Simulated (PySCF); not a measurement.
C2H3Cl2FSi, SMILES F/C(=C/Cl)[SiH2]Cl.

The structure is a stationary point at PBE0-D3(BJ)/def2-SVP. The structure was generated by enumeration; whether it is a known compound was not checked. The values are those of a single conformer.

Two levels are set side by side: PBE/def2-TZVP (PySCF) and r2SCAN/def2-TZVP (PySCF). Same geometry, gas phase. Differences are taken from unrounded values.

```tsv
quantity	r2SCAN
orbital gap (eV)	4.56
highest occupied level (eV)	-6.64
lowest empty level (eV)	-2.08
dipole moment (D)	1.19
mean polarisability (bohr³)	72.6
```

Question: What does PBE give, and how far is it from r2SCAN? (Estimate from the structure and the level; the computed values follow.)

Answer: 
| quantity | PBE | PBE minus r2SCAN |
|---|---|---|
| orbital gap (eV) | 4.16 | -0.40 |
| highest occupied level (eV) | -6.39 | 0.25 |
| lowest empty level (eV) | -2.23 | -0.15 |
| dipole moment (D) | 1.15 | -0.04 |
| mean polarisability (bohr³) | 74.5 | 1.9 |

Rough cost on one machine, each run with all the roots and properties that it gave: r2SCAN against PBE about 3 times.
